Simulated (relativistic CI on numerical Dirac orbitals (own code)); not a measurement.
Computed by Dirac-Coulomb-Breit CI, orbitals from a KLI potential per configuration, QED by a radiative potential, valence Slater integrals scaled by 0.85, configuration energies shifted to the measured levels that pair with them (semi-empirical) (own radial code, finite nucleus).

CI space (outside the closed core [Kr]): 4d10 5s, 4d10 5p, 4d10 5d, 4d10 6s, 4d10 6p, 4d10 5f, 4d10 5g, 4d9 5s2, 4d10 4f, 4d9 5s 4f, 4d10 6d, 4d10 7s, 4d8 5s 5p2, 4d9 5p2, 4d10 7p, 4d9 5s 5p, 4d10 7d, 4d10 6f, 4d9 5p 5d, 4d8 5s 5d2, 4d9 4f 5p, 4d8 5s2 5p, 4d9 5s 5d, 4d8 5s 4f2, 4d9 5s 6p, 4d9 5s 6s, 4d9 5p 5f. Levels of other configurations are missing.

Configurations whose levels could be paired with our table of measured levels were shifted onto them, all but the ground configuration, by the median error of their levels; single terms can still be off by 1,000 to 2,000 cm⁻¹ or more, and rates follow the energies as ν³ (E1, M1) or ν⁵ (E2). The others borrow a shift and can be off by several thousand cm⁻¹ or more. Levels and lines within the n = 5 or 6 shells can be off by up to 10 % or somewhat more, and those that change n by about 2 %, since core polarisation is missing. 6 of the 6 excited levels that our extract of the measured tables holds in this range could be paired (the sources list more); they are missed by 92 cm⁻¹ on average and 255 at most, after the shifts were fitted to these levels, and levels without a partner can miss by more.

Outline of the computed level scheme of Sb V. Lowest level of each configuration: 4d10 5s 2S_1/2 at 0.0000 eV; 4d10 5p 2P°_1/2 at 10.1445 eV; 4d10 5d 2D_3/2 at 25.0385 eV; 4d10 6s 2S_1/2 at 27.8534 eV; 4d9 5s2 2D_5/2 at 29.4857 eV; 4d10 4f 2F°_7/2 at 30.8710 eV; 4d10 6p 2P°_1/2 at 31.5597 eV; 4d10 6d 2D_3/2 at 37.4180 eV; 4d9 5s 5p 4P°_5/2 at 37.4373 eV.

Some strong electric-dipole decays among the lowest 36 levels: 4d10 5d 2D_5/2 → 4d10 5p 2P°_3/2 (5.7e+09 s⁻¹); 4d10 5d 2D_3/2 → 4d10 5p 2P°_1/2 (5.4e+09 s⁻¹); 4d10 6s 2S_1/2 → 4d10 5p 2P°_3/2 (4.6e+09 s⁻¹); 4d10 6s 2S_1/2 → 4d10 5p 2P°_1/2 (2.3e+09 s⁻¹); 4d10 5p 2P°_3/2 → 4d10 5s 2S_1/2 (1.6e+09 s⁻¹); 4d10 5p 2P°_1/2 → 4d10 5s 2S_1/2 (1.2e+09 s⁻¹); 4d10 5d 2D_3/2 → 4d10 5p 2P°_3/2 (9.3e+08 s⁻¹); 4d10 6p 2P°_1/2 → 4d10 5d 2D_3/2 (8.7e+08 s⁻¹).

LS names give the leading component of a level, which can be under half, so a name can repeat, a term be missing and a line seem to break the LS rules.
